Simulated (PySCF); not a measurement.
**Stretching TlC**

Set-up: Tl def2-TZVPP with ECP60, C def2-TZVPP; scalar-relativistic core potentials (PySCF 2.14). Energies in eV from Tl + C in their ground configurations at the same level. All curves are PBE0. state 1: ⁴Σ⁻ (quartet), unpaired electrons σ ↑, π ↑↑; state 2: Ms = 0.5 determinant of mixed spin (⟨S²⟩ near 1.8), unpaired electrons σ ↓, π ↑↑, a second solution, started from another occupation; state 3: Ms = 0.5 determinant of mixed spin (⟨S²⟩ near 1.8), unpaired electrons σ ↑, π ↑↓, a mixture of terms (⟨Lz²⟩ = 2.0), a second solution, started from another occupation; state 4: ²Π (doublet), unpaired electrons π ↑, a second solution, started from another occupation.

| R (Å) | state 1 | state 2 | state 3 | state 4 |
| --- | --- | --- | --- | --- |
| 1.955 | -2.216 | -1.696 | -1.630 | -1.081 |
| 2.046 | -2.545 | -2.005 | -1.948 | -1.178 |
| 2.137 | -2.723 | -2.167 | -2.119 | -1.170 |
| 2.205 | -2.786 | -2.220 | -2.177 | -1.119 |
| 2.273 | -2.802 | -2.229 | -2.190 | -1.046 |
| 2.341 | -2.783 | -2.204 | -2.169 | -0.959 |
| 2.432 | -2.716 | -2.134 | -2.102 | -0.838 |
| 2.546 | -2.589 | -2.007 | -1.976 | -0.692 |
| 2.682 | -2.398 | -1.823 | -1.788 | -0.537 |
| 2.864 | -2.116 | -1.560 | -1.513 | -0.373 |

Task: Put a parabola through the three lowest points of the state 1 curve and estimate Re, k and ωe (reduced mass 11.34 u; 1 eV/Å² = 0.16022 mdyn/Å; ωe = 1302.8·√(k/μ) cm⁻¹).

Result: Through R = 2.205, 2.273, 2.341 Å the second-order coefficient is 3.78 eV/Å², so Re ≈ 2.270 Å, k ≈ 1.21 mdyn/Å and ωe ≈ 426 cm⁻¹. A polynomial fit of higher order to the unrounded PBE0 energies gives Re = 2.267 Å, k = 1.24 mdyn/Å, ωe = 431 cm⁻¹; anharmonicity and rounding make the difference.

The higher-order fit for each curve: state 1: Re = 2.267 Å, ωe = 431 cm⁻¹, De = 2.80 eV; state 2: Re = 2.254 Å, ωe = 429 cm⁻¹, minimum 2.23 eV below the ground-state fragments; state 3: Re = 2.262 Å, ωe = 428 cm⁻¹, minimum 2.19 eV below the ground-state fragments; state 4: Re = 2.081 Å, ωe = 505 cm⁻¹, minimum 1.18 eV below the ground-state fragments.

⟨S²⟩ of the unrestricted solution departs from its pure value on part of the curve, where spin states mix. Spin–orbit coupling is left out, which matters for elements this heavy, above all for dissociation energies. The state is the lowest determinant that a PBE0 search found; another state may lie lower at other levels.
